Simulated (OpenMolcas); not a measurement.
# Ar2+: terms and fine structure

```yaml
Program: OpenMolcas
Method: "SS-RASPT2, IPEA 0.25 Eh, imaginary shift 0.1 Eh (closed shells correlated: 2s 2p)"
Basis: ANO-RCC-VTZP [5s4p2d1f]
Scalar_Hamiltonian: DKH2, point nucleus
Active_space: 6 electrons in 9 orbitals (RAS2 3s 3p; RAS3 3d, at most 2 electrons)
State_averaging: 2S+1 = 3 even, 3 roots; 2S+1 = 1 even, 7 roots; 2S+1 = 3 odd, 3 roots; 2S+1 = 1 odd, 3 roots
Spin-orbit_coupling: state interaction with AMFI integrals over the reference wave functions, term energies averaged over their components
```

Spin-free terms above the lowest, with the occupations of the reference:

```csv
Configuration,Term,E (cm-1),Occupations
3s2 3p4,3P,0.0,3s 1.97 3p 3.96 3d 0.07
3s2 3p4,1D,14030,3s 1.97 3p 3.96 3d 0.07
3s2 3p4,1S,33350,3s 1.92 3p 4.00 3d 0.08
3s 3p5,3P*,116470,3s 1.18 3p 4.58 3d 0.24
```

With spin-orbit coupling, above the lowest level:

```csv
Configuration,Term,J,E (cm-1),Measured (cm-1),Term weight %
3s2 3p4,3P,2,0.0,0.0,100
3s2 3p4,3P,1,998,1112,100
3s2 3p4,3P,0,1425,1570,100
3s2 3p4,1D,2,14580,14010,100
3s2 3p4,1S,0,33920,33266,100
3s 3p5,3P*,2,116530,113801,100
3s 3p5,3P*,1,117430,114797,100
3s 3p5,3P*,0,117900,115328,100
```

Against the 7 measured excited levels shown (Saloman, J. Phys. Chem. Ref. Data 39, 033101 (2010)) the mean absolute deviation is 1300 cm-1; the largest miss in energy is 3s 3p5 3P* 2: computed 116530, measured 113801 cm-1 (+2.4 %), and the largest in proportion 3s2 3p4 3P1 (-10.3 %).

Spin-orbit coupling puts the lowest level 515 cm-1 below the lowest spin-free term.

For 3P the intervals divided by the larger J are -427.0, -498.9 cm-1. Landé's interval rule makes them equal in pure LS coupling; they differ by 16 % of their mean. The multiplet is inverted.

Term energies are means over components that CASPT2 splits; among the terms shown or strongly mixed into the levels shown the widest spread is 20 cm-1 (3s2 3p4 1D). Active for correlation alone: 3d; no level in the range computed is led by a configuration that fills it, so any true level of that kind is missing. Some terms mix strongly with configurations of 3d, whose occupation reaches 0.24 (3s 3p5 3P*). Computed and measured levels are paired by configuration, term and J; levels that our copy of the source lacks, or whose pairing is in doubt (as where it misses far off the trend of its configuration), stay unpaired and out of the deviations. Only configurations of the active space appear. The first state left out of the spin-orbit step lies near 180000 cm-1 above the lowest spin-free state of the reference (among the parities and spins computed), and the list stops at four fifths of that energy or lower.

The term weight is that of the spin-free term in the level, not the purity of its configuration. * marks odd parity.
